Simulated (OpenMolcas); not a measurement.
Ir5+ (d4) among equal point charges was computed by CASSCF with the d shell active (OpenMolcas, ANO-RCC-VDZP on the metal). Its lowest spin-free states, and all those of the highest spin:

| 2S+1 | Degeneracy | E (cm-1) |
| --- | --- | --- |
| 5 | 3 | 0.0 |
| 5 | 2 | 4228 |
| 3 | 3 | 16799 |
| 3 | 3 | 18634 |
| 3 | 3 | 20292 |
| 3 | 2 | 21991 |
| 3 | 3 | 22393 |
| 1 | 1 | 22597 |
| 3 | 3 | 23060 |
| 3 | 3 | 25384 |
| 3 | 3 | 25481 |
| 1 | 3 | 25725 |

Task: Is the site octahedral, tetrahedral or cube-like, axial, or of lower symmetry?

Result: The states with 2S+1 = 5 have orbital degeneracies 3, 2. Threefold states need a cubic site. For d4 at this spin an octahedron puts the twofold E below the threefold T2 and a tetrahedron or cube puts the threefold T2 below the twofold E, so the site is a tetrahedron or a cube, which this pattern cannot tell apart. The first gap at this spin, 4230 cm-1, is |10Dq| in ligand-field theory. The run had Ir5+ among 4 point charges of -2.5 e arranged as a tetrahedron (Td), 1.93 Å from the ion.

Spin-orbit coupling mixes the spin-free states strongly: the lowest level takes only 47 % from its leading state, 5T2. Without dynamic correlation the repulsion within the d shell is too large (B by tens of per cent), so at a given field states of lower spin stand too high. Point charges give a weaker field than real ligands, and real ions of this kind are as a rule low spin; the high spin found here belongs to the model. The ground term spreads over less than 5000 cm-1, several times less than with real ligands, so orbital moments are less quenched and χT lies further from the spin-only value than at real sites. This is an electrostatic model: the charges have no orbitals. No measured value stands beside these numbers.
